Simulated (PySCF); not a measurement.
CH₄F₂GeO, SMILES [CH3][Ge]([OH])([F])[F]. Atoms are numbered in the order given.

```xyz
9

C      0.1466     1.9127     0.0000
Ge     0.0120     0.0069     0.0000
O      1.5869    -0.7602     0.0000
F     -0.8897    -0.5958    -1.3521
F     -0.8897    -0.5958     1.3521
H      0.6911     2.2400     0.8966
H     -0.8593     2.3540     0.0000
H      0.6911     2.2400    -0.8966
H      1.5340    -1.7263     0.0000
```

The structure is a stationary point at r2SCAN-D4/def2-SVP. The structure was generated by enumeration, and PubChem lists no compound with its InChIKey, so it may never have been made. Other conformers were not sampled.

Level of theory: PySCF with HF/pcSseg-1.

GIAO shieldings, no solvent; atoms alike by connectivity are averaged. δ = σ(ref) − σ: ¹³C against TMS (σ = 192.6 ppm); ⁷³Ge against GeH4 (σ = 1776.1 ppm); ¹⁷O against H2O (σ = 333.0 ppm); ¹⁹F against CFCl3 (σ = 238.5 ppm); ¹H against TMS (σ = 31.99 ppm), references at their B3LYP-D3(BJ)/def2-TZVP geometries, non-relativistic.

Computed chemical shifts:
```
nucleus       atoms  count  δ (ppm)
-------  ----------  -----  -------
¹³C              C1      1     -5.3
⁷³Ge            Ge2      1    263.9
¹⁷O              O3      1     26.1
¹⁹F          F4, F5      2   -141.2
¹H               H9      1     2.52
¹H       H6, H7, H8      3     1.16
```
